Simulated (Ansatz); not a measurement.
# An input for triplet AsH3

AsH3 has 4 atoms, charge 0, and is taken as a triplet. As SMILES of the parent species, `[H][As]([H])[H]`. The shape comes from GFN2-xTB, which is rough for such elements, and wasn't checked as a minimum. That shape belongs to the parent species and isn't relaxed for this state.

```xyz
4

As   -0.0044    0.0055    0.6560
H     1.2165   -0.0297   -0.2079
H    -0.5828    1.0611   -0.2323
H    -0.6294   -1.0369   -0.2157
```

Settings wanted:

| Setting | Value |
| --- | --- |
| basis set | STO-3G |
| core potential | none |
| task | energy |
| method | DFT |
| functional | SVWN5 |
| reference | UKS |
| accuracy | high |

Task: Write the Ansatz 0.2.0 input and the command.

Result: This one ran through:

input.yaml:
```yaml
crystal:
  periodic: [false, false, false]
  atoms:
    - {symbol: As, position_ang: [-0.004370, 0.005540, 0.655970]}
    - {symbol: H, position_ang: [1.216520, -0.029700, -0.207950]}
    - {symbol: H, position_ang: [-0.582780, 1.061080, -0.232340]}
    - {symbol: H, position_ang: [-0.629370, -1.036930, -0.215680]}
basis:
  gaussian:
    orbitals: STO-3G
magnetization:
  spin_polarized: true
  initial_magnetization: 2
hamiltonian:
  xc: {name: SVWN5}
accuracy: high
```

```bash
$ ansatz run input.yaml --threads 1 --pin off --max-ram 2610MiB --events-out events.jsonl --progress --plain --runs-dir runs
```

Calculated total energy: -2208.49183 Eh.
